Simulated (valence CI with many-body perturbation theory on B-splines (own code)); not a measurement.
**Ladder of approximations for O³⁺**

Method: configuration interaction combined with many-body perturbation theory (CI+MBPT): three valence electrons over a frozen Dirac-Fock core [He], a basis of 11 s, 11 p, 9 d, 7 f, 5 g, 2 h, 1 i functions for each j, with the one-electron correlation potential Σ1, the two-electron term Σ2, the three-electron term Σ3, Breit, model QED; selected CI, second order for the rest, scaled by the run's own slope (own B-spline code, finite nucleus).

Against 43 measured levels this calculation errs by 73 cm⁻¹ on average and by 162 at most. These come from a selection out of Moore, Selected Tables of Atomic Spectra, NSRDS-NBS 3, section 10. Levels without a partner in it may be off by more.

Each rung adds one term. CI alone is the Dirac-Coulomb CI over the frozen core; QED comes last and gives the full result, which names the levels. Energies are above 2s2 2p 2P°_1/2 on the same rung, in eV.

```
         Level  CI alone    + Σ1    + Σ2    + Σ3  + Breit    Full
2s2 2p 2P°_3/2     0.054   0.055   0.055   0.055    0.048   0.048
 2s 2p2 4P_1/2     8.929   8.849   8.848   8.853    8.853   8.849
 2s 2p2 4P_3/2     8.947   8.868   8.866   8.871    8.870   8.866
 2s 2p2 4P_5/2     8.977   8.898   8.897   8.901    8.892   8.888
 2s 2p2 2D_5/2    15.869  15.800  15.767  15.757   15.750  15.746
 2s 2p2 2D_3/2    15.869  15.800  15.767  15.757   15.752  15.748
 2s 2p2 2S_1/2    20.501  20.439  20.425  20.404   20.402  20.398
 2s 2p2 2P_1/2    22.652  22.581  22.418  22.402   22.401  22.397
 2s 2p2 2P_3/2    22.688  22.617  22.455  22.438   22.431  22.427
   2p3 4S°_3/2    29.047  28.890  28.735  28.724   28.719  28.710
   2p3 2D°_5/2    31.924  31.780  31.672  31.661   31.653  31.645
   2p3 2D°_3/2    31.923  31.779  31.671  31.661   31.657  31.648
   2p3 2P°_1/2    36.126  35.993  35.878  35.863   35.861  35.852
   2p3 2P°_3/2    36.129  35.996  35.880  35.866   35.862  35.853
 2s2 3s 2S_1/2    44.232  44.389  44.351  44.340   44.330  44.332
2s2 3p 2P°_1/2    48.279  48.419  48.385  48.374   48.365  48.366
2s2 3p 2P°_3/2    48.291  48.432  48.398  48.387   48.376  48.377
 2s2 3d 2D_3/2    51.902  52.070  52.031  52.020   52.009  52.010
 2s2 3d 2D_5/2    51.904  52.073  52.034  52.023   52.011  52.012
```

How does the ionisation energy move along the ladder, and which term matters most?

CI alone 77.290, + Σ1 77.464, + Σ2 77.426, + Σ3 77.415, + Breit 77.403, + QED 77.404 eV. The largest step is Σ1, 0.174 eV. NIST lists 77.4135 eV (measured).
